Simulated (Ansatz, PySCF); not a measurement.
Energy difference R1 → 2 P1, each structure at its B3LYP-D3(BJ)/def2-TZVP stationary point, reached from a drawn start (curvature not checked).
R1: As4 (SMILES [As]12[As]3[As]1[As]23), charge 0, multiplicity 1.
P1, As2 (SMILES [As]#[As]) (charge 0, multiplicity 1):
```csv
atom,x (Å),y (Å),z (Å)
As,0.0000,0.0000,-1.0521
As,0.0000,0.0000,1.0521
```

P less R. No zero-point or thermal terms; no spin–orbit coupling.

Cores are frozen in the correlated methods. In cc and def2 sets filled d and f shells under p-block atoms count as core.

Run with Ansatz (Gaussian orbitals); PySCF for the D3/D4 terms. No computed number here is a measurement.

```csv
level,reaction energy (eV)
HF/cc-pVTZ,1.987
PBE-D4/def2-TZVPP,2.997
revPBE/def2-TZVPP,2.594
revPBE-D3(BJ)/def2-TZVPP,2.892
PBE0/def2-TZVPP,3.013
MP2/cc-pVTZ,2.618
SCS-MP2/cc-pVTZ,2.309
CCSD/cc-pVDZ,1.650
CCSD(T)/cc-pVDZ,?
```

### Question
Fill in the missing entries.

### Answer

- CCSD(T)/cc-pVDZ, reaction energy (eV): 1.661

Ansatz is a program for electronic structure.
